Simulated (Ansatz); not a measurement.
Total energies of the cluster TiB7⁻ (the lowest singlet isomer of a short search) from Ansatz at PBE-D4/def2-TZVPD, gas phase (1 Eh = 27.2114 eV = 2625.5 kJ/mol). The reference geometry is relaxed at PBE-D4/def2-SVPD.

```xyz
8

Ti   -0.099    1.865   -0.817
B     0.120   -1.612    0.333
B     1.415   -0.724    0.417
B     1.389    0.842    0.136
B     0.104   -0.215   -0.889
B    -1.521    0.568   -0.137
B    -0.099    0.257    0.796
B    -1.309   -0.980    0.161
```

```tsv
state	geometry	energy (Eh)
charge -1 singlet	reference	-1022.85833
charge 0 doublet	reference	-1022.76219
charge -1 triplet	relaxed at PBE-D4/def2-SVPD	-1022.83636
charge -1 quintet	relaxed at PBE-D4/def2-SVPD	-1022.79014
```

**Question.** Work out the vertical ionisation energy to the doublet.

**Answer.** E(charge 0 doublet) − E(charge -1 singlet) = -1022.76219 − (-1022.85833) = 0.09614 Eh = 2.62 eV. For comparison, −ε of the highest occupied level is 0.30 eV at this level, 2.32 eV less.

**Question.** Which of the charge -1 states is lowest, and how far above it are the others?

**Answer.** The singlet. triplet: -1022.83636 − (-1022.85833) = 0.02197 Eh = 57.7 kJ/mol; quintet: -1022.79014 − (-1022.85833) = 0.06819 Eh = 179.0 kJ/mol.

At PBE-D4/def2-TZVPD the highest occupied level of the charge -1 triplet lies above zero (up to 0.04 eV). It is a level of α spin, whose loss leaves a doublet; that state wasn't run at this geometry and level. The electron is either unbound and held by the finite basis, or the level is raised by self-interaction error. At PBE-D4/def2-TZVPD the highest occupied level of the charge -1 quintet lies above zero (up to 0.29 eV). It is a level of α spin, whose loss leaves a quartet; that state wasn't run at this geometry and level. The electron is either unbound and held by the finite basis, or the level is raised by self-interaction error. 

The structure comes from a short search, and lower isomers may exist.
